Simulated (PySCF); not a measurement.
digallium oxide (Ga₂O), SMILES [Ga][O][Ga] (connectivity only; charge and spin as stated), neutral, multiplicity 1.

Coordinates come from a PBE0-D3(BJ)/def2-TZVP optimisation.

Calculation: PBE0-D3(BJ)/def2-TZVP run with PySCF.

Frequencies are harmonic and unscaled.

Modes within 1.5 cm⁻¹ of each other (mostly degenerate sets) share a row, with their intensities summed.

Computed harmonic wavenumbers and intensities:
```tsv
mode	ν (cm⁻¹)	IR (km/mol)	moving atoms (share of kinetic energy)
1–2	70	5.6	O 90 %, Ga 10 %
3	296	0.0	Ga 100 %
4	848	744.7	O 90 %, Ga 10 %
```
